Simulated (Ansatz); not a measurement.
Ansatz (a first-principles code) input (MP2/def2-TZVPP): A basis named .json is the Basis Set Exchange file of that set (core-valence sets with the plain set on hydrogen).

Ansatz 0.2 input:
```yaml
crystal:
  periodic: [false, false, false]
  atoms:
    - {symbol: H, position_ang: [0.00000000, 0.00000000, 0.00000000]}
basis:
  gaussian:
    orbitals: def2-TZVPP
    fitting: {mean_field: def2-universal-jkfit, correlation: cc-pVTZ-RIFIT.json}
magnetization: {spin_polarized: true, initial_magnetization: 1}
correlation: {method: mp2, electrons: outside_noble_gas}
scf: {lower_state_search: full}
```

Output:

```
Functional definition: HF
integrals: 0.00 GiB planned
18 factors; integrals over basis functions are off by at most 1.7e0 eV
30 factors; integrals over basis functions are off by at most 8.0e-1 eV
mean field: 0.03 GiB planned
mean field evaluation 1: about -13.5529 eV, gradient 1.7e0 eV
mean field evaluation 2: about -13.5934 eV, gradient 6.6e-1 eV
mean field evaluation 4: about -13.6005 eV, gradient 3.7e-8 eV
mean field evaluation 8: about -13.5934 eV, gradient 6.6e-1 eV
mean field evaluation 16: about -13.6005 eV, gradient 4.8e-5 eV
mean field -13.60051839 eV, -0.4998098322 hartree, gradient 3.7e-8 eV, S^2 0.750000; 2 other end points of the search recorded, 0 dependent functions left out
reference -13.60051839 eV, -0.4998098322 hartree; 1, 0 occupied and 13, 14 virtual orbitals, 30 factors
second order 0.00000000 eV of doubles, -0.00000000 eV of singles
Total energy: -13.60051839 eV, -0.4998098322 hartree
```
